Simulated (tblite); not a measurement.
CHO, doublet, geometry from GFN2-xTB; GFN1-xTB run with tblite.

Input for tblite:
```
$ tblite run mol.xyz --method gfn1 --charge 0 --spin 1 --etemp 2000 --json tblite.json --no-restart

# file mol.xyz
3

C      0.05077793     0.58558918     0.01134278
O      0.06582174    -0.59411259    -0.01340927
H     -0.83124157     1.23936563     0.03921745
```

Output, abridged:

```
xTB calculator
 | screened Coulomb repulsion
 | Coulomb electrostatics
 |  * isotropic Klopman-Ohno-Mataga-Nishimoto electrostatics
 |  * onsite third-order electrostatics
 | DFT-D3(BJ) dispersion correction

halogen bonding energy    0.0000000000000E+00 Eh
repulsion energy          6.4907850106479E-02 Eh
dispersion energy        -2.6246149721466E-04 Eh
number of electrons       1.1000000000000E+01 e
integral cutoff           1.9731147476801E+01 bohr

------------------------------------------------------------
  cycle        total energy    energy error   density error
------------------------------------------------------------
      1     -7.067652033366  -7.1322974E+00   6.3897617E-01
      2     -7.226063147257  -1.5841111E-01   3.3384386E-01
      3     -7.232418322418  -6.3551752E-03   1.8478487E-01
      4     -7.231607149197   8.1117322E-04   5.1836622E-02
      5     -7.232772873649  -1.1657245E-03   2.8786780E-02
      6     -7.233273210974  -5.0033733E-04   5.5104516E-04
      7     -7.233273245884  -3.4909928E-08   4.5636026E-04
      8     -7.233273352981  -1.0709674E-07   1.0394326E-04
      9     -7.233273358829  -5.8482712E-09   1.6971923E-07
------------------------------------------------------------

electronic energy        -7.2979187474385E+00 Eh
total energy             -7.2332733588292E+00 Eh

Post processing:
 | Mayer-Wiberg bond orders

[Info] JSON dump of results written to 'tblite.json'
```
